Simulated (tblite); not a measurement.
C7H13O2P.
Structure used (GFN2-xTB), in Å, numbered top down from 1:
```xyz
23
C7H13O2P angstrom
C     -2.4204    1.4702   -0.1207
C     -1.1573    0.8980   -0.7445
P     -0.0574    0.2639    0.5982
O      0.1722    1.2249    1.6848
C     -0.7170   -1.3778    1.0977
C     -0.1298   -2.3877    0.1115
C      1.1564   -1.8248   -0.4162
C      1.3697   -0.5181   -0.2574
O      2.4602    0.1275   -0.7241
C      2.6070    1.4589   -0.2822
H     -2.1521    2.2048    0.6362
H     -3.0420    1.9511   -0.8733
H     -3.0028    0.6868    0.3603
H     -0.6135    1.6796   -1.2821
H     -1.3785    0.0919   -1.4446
H     -1.8059   -1.4015    1.1371
H     -0.3395   -1.5494    2.1093
H     -0.8218   -2.5587   -0.7193
H      0.0432   -3.3552    0.5884
H      1.8561   -2.4735   -0.9176
H      3.4752    1.8579   -0.8049
H      2.7712    1.5018    0.7982
H      1.7219    2.0565   -0.5250
```

Computed values, GFN2-xTB/tblite, gas phase, harmonic and unscaled. Against measured fundamentals such values can be off by several per cent, at times by over 20. One conformer, not necessarily the lowest.

Harmonic wavenumbers (cm⁻¹): 59.4, 92.1, 104.5, 114.5, 161.1, 176.6, 192.3, 218.5, 239.8, 247.9, 308.4, 328.6, 417.4, 464.2, 511.8, 605.4, 618.9, 669.1, 735.7, 763.2, 793.8, 808.2, 934.4, 964.1, 969.0, 1000.7, 1026.7, 1070.4, 1079.8, 1088.4, 1119.7, 1146.4, 1151.0, 1210.4, 1212.5, 1237.4, 1239.5, 1250.0, 1279.9, 1304.8, 1403.2, 1406.2, 1431.4, 1437.7, 1458.0, 1470.3, 1483.0, 1488.5, 1493.5, 1677.1, 2925.8, 2933.0, 2945.0, 2954.8, 2960.8, 2970.6, 2979.1, 2984.7, 3023.3, 3023.5, 3027.8, 3035.5, 3105.1.

A = 1408, B = 1104, C = 796.1 MHz; mass 160.065 u (most abundant isotopes); point group C1, symmetry number 1.

Problem. What is the zero-point energy?

Solution. Half the sum of the wavenumbers: 41267 cm⁻¹ = 117.99 kcal/mol.

Problem. Entropy at 298.15 K, 1 bar (ideal gas, RRHO, classical rotation)?

Solution. Translation 41.15, rotation 29.94, vibration 35.58: S = 106.7 cal/(mol K).

Problem. And Cp and H(298.15 K) − H(0)?

Solution. Cp = 45.40 cal/(mol K), of which vibrations give 37.45 (their classical limit is 63 R = 125.2); H(298.15 K) − H(0) = 8.11 kcal/mol without the zero-point energy, 5.74 from vibrations.

Problem. Blend soft modes into free rotors: weight 1/[1 + (100 cm⁻¹/ν̃)⁴] for the oscillator and the rest for a rotor with moment μB/(μ + B), μ = h/(8π²ν), B = 10⁻⁴⁴ kg m². What vibrational entropy results?

Solution. 33.77 cal/(mol K) in place of 35.58, which changes −T·S at 298.15 K by +0.54 kcal/mol.

Problem. What must be added to the electronic energy to get the Gibbs energy at 298.15 K and 1 bar?

Solution. ZPE + [H(298.15 K) − H(0)] − T·S = 117.99 + 8.11 − 31.80 = 94.30 kcal/mol.

Hindered rotation and anharmonicity are outside this model. Other conformers, if any are populated, would add a mixing term that is left out. The structure is chiral; the term R ln 2 for an equal mix with its mirror image is left out.
